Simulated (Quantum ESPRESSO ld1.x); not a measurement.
All-electron atom: the tellurium ion Te46+ in [He] 2s2 2p2.

Method: non-relativistic Kohn-Sham, LDA (Slater exchange, VWN5 correlation), spin-polarised, spherical densities, point nucleus; open shells are filled with parallel spins first; relativity is left out, which matters for an element this heavy; computed with ld1.x of Quantum ESPRESSO 7.5.

Energy parts (hartree):
total: -3884.4044
kinetic: 3883.8206
electron-nucleus: -7936.6336
Hartree: 219.5362
exchange-correlation: -51.1277

Orbitals (lengths in bohr, moments of r in powers of bohr; <r^-3> diverges for s and p1/2; r(max) is where P^2 peaks; r(90%) holds 90 % of the orbital's charge):
[
 {"orbital": "1s up", "occ.": "1", "eigenvalue (hartree)": "-1262.7115", "<r^-3>": "-", "r(max)": "0.019", "r(90%)": "0.0519"},
 {"orbital": "1s down", "occ.": "1", "eigenvalue (hartree)": "-1261.6526", "<r^-3>": "-", "r(max)": "0.019", "r(90%)": "0.0518"},
 {"orbital": "2s up", "occ.": "1", "eigenvalue (hartree)": "-292.4924", "<r^-3>": "-", "r(max)": "0.104", "r(90%)": "0.183"},
 {"orbital": "2s down", "occ.": "1", "eigenvalue (hartree)": "-290.8899", "<r^-3>": "-", "r(max)": "0.104", "r(90%)": "0.184"},
 {"orbital": "2p up", "occ.": "2", "eigenvalue (hartree)": "-286.9849", "<r^-3>": "5140", "r(max)": "0.081", "r(90%)": "0.163"},
 {"orbital": "2p down", "occ.": "0", "eigenvalue (hartree)": "-284.9878", "<r^-3>": "5115", "r(max)": "0.081", "r(90%)": "0.163"},
 {"orbital": "3s up", "occ.": "0", "eigenvalue (hartree)": "-125.2354", "<r^-3>": "-", "r(max)": "0.265", "r(90%)": "0.399"},
 {"orbital": "3s down", "occ.": "0", "eigenvalue (hartree)": "-124.8336", "<r^-3>": "-", "r(max)": "0.267", "r(90%)": "0.400"},
 {"orbital": "3p up", "occ.": "0", "eigenvalue (hartree)": "-123.3873", "<r^-3>": "1447", "r(max)": "0.247", "r(90%)": "0.382"},
 {"orbital": "3p down", "occ.": "0", "eigenvalue (hartree)": "-122.9083", "<r^-3>": "1440", "r(max)": "0.249", "r(90%)": "0.383"}
]

The highest occupied level is 2p up at -7809.3 eV. Spin moment in Bohr magnetons: 2. Summed over all electrons, <r^2> = 0.06088 bohr^2, which gives a Langevin (diamagnetic) susceptibility term of -0.0482 x 10^-6 cm^3/mol. The density falls to 0.001 e/bohr^3 at r = 0.43 bohr. For comparison, the ionisation energy in NIST's Atomic Spectra Database is 8240 eV (theoretical). In exact Kohn-Sham theory the highest level is minus the ionisation energy, but local and semilocal functionals leave it too shallow, through self-interaction and a potential that decays too fast; potentials with the right tail come closer.
